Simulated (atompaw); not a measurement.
# u(r) = r·R(r): atom against pseudo-atom (Zr (Z = 40))

Columns: radius, all-electron u(r) and pseudo u(r) of the 5p shell (level -1.77 eV) of zirconium in the configuration [Kr] 4d2 5s1.5 5p0.5; PBE, scalar-relativistic, PAW (atompaw) scheme, atompaw 4.2.0.5.

```
r (bohr)  all-electron  pseudo
   0.115       -0.0608  0.0001
   0.231        0.0705  0.0005
   0.346        0.1168  0.0012
   0.462        0.0665  0.0025
   0.577       -0.0194  0.0045
   0.692       -0.1009  0.0075
   0.808       -0.1607  0.0119
   0.923       -0.1937  0.0178
   1.038       -0.2022  0.0256
   1.154       -0.1905  0.0355
   1.269       -0.1636  0.0477
   1.385       -0.1259  0.0624
   1.500       -0.0819  0.0794
   1.615       -0.0343  0.0988
   1.731        0.0150  0.1207
   1.846        0.0634  0.1445
   1.962        0.1107  0.1703
   2.077        0.1553  0.1972
   2.192        0.1972  0.2251
   2.308        0.2364  0.2537
   2.423        0.2720  0.2819
   2.538        0.3046  0.3096
   2.654        0.3343  0.3363
   2.769        0.3607  0.3613
   2.885        0.3844  0.3844
   3.000        0.4050  0.4050
```

Task: How many radial nodes do the two functions have?

Result: The all-electron 5p function has n − l − 1 = 3; the pseudo-wave has 0, since the states of the same l below it are removed with the core.

Task: Is the pseudo-wave norm-conserving?

Result: No, it belongs to a PAW set: the norm inside the radius is not constrained, and the difference is carried by the augmentation charge.
